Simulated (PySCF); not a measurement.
Geometry:
| atom | x (Å) | y (Å) | z (Å) |
| --- | --- | --- | --- |
| C1 | -1.148 | 2.343 | 0.576 |
| O2 | -0.590 | 1.753 | -0.565 |
| Si3 | 0.265 | 0.401 | -0.726 |
| O4 | 1.530 | 0.461 | 0.289 |
| C5 | 2.423 | -0.572 | 0.593 |
| O6 | -0.576 | -0.958 | -0.435 |
| Si7 | -1.469 | -1.986 | 0.432 |
| H8 | -0.362 | 2.692 | 1.249 |
| H9 | -1.785 | 1.634 | 1.110 |
| H10 | -1.748 | 3.193 | 0.247 |
| H11 | 0.572 | 0.380 | -2.138 |
| H12 | 1.891 | -1.513 | 0.755 |
| H13 | 3.136 | -0.708 | -0.223 |
| H14 | 2.960 | -0.295 | 1.501 |
| H15 | -2.872 | -1.709 | 0.129 |
| H16 | -1.203 | -1.796 | 1.862 |
| H17 | -1.031 | -3.308 | -0.015 |

[PySCF 2.14.0 with density-fitted response routines: NMR shieldings at PBE0/pcSseg-1/GIAO; GFN2-xTB geometry; single conformer; non-relativistic; equivalent nuclei averaged; no solvent model]

Shifts are taken against calculated references (same method and geometry level): 13C (σref 186.93), 1H (σref 31.72), 29Si (σref 349.16) vs TMS; 17O (σref 336.08) against H2O.

| atoms | nucleus | count | Hirshfeld charge | δ (ppm) |
| --- | --- | --- | --- | --- |
| O2/O4 | 17O | 2 | -0.23 | 31.0 |
| Si7 | 29Si | 1 | 0.39 | ? |
| H11 | 1H | 1 | -0.09 | 3.93 |
| C1/C5 | 13C | 2 | -0.03 | 51.9 |
| O6 | 17O | 1 | -0.30 | 42.6 |
| H15/H16/H17 | 1H | 3 | -0.08 | 5.24 |
| H8/H9/H10/H12/H13/H14 | 1H | 6 | 0.04 | ? |
| Si3 | 29Si | 1 | 0.50 | -71.6 |

Q: Estimate the values marked ?.

A: 
- H8/H9/H10/H12/H13/H14: 3.89 ppm, hydrogen on a methyl carbon bonded to O; its carbon carries O, hence the downfield position
- Si7: -46.2 ppm, silicon bonded to O, 3 H

Shifts are as computed. Against solution values, carbons near 30 ppm lie about +3 ppm off and those near 130 ppm about +5 ppm (rms about the fit 2.1 ppm; single classes can miss by 10 ppm). Of 1328 compounds with measured shifts, 309 miss one by over three times the rms of a fit or turn the order of signals round; such compounds aren't used in these exercises. Signals without a measured value on file couldn't be tested in this way; 1H shifts scatter by 0.2 ppm about their fit, and single ones miss by 0.5 ppm. Experimental scales use liquid or dissolved standards, which lie at an offset from isolated H2O (liquid H2O: subtract about 36 ppm).
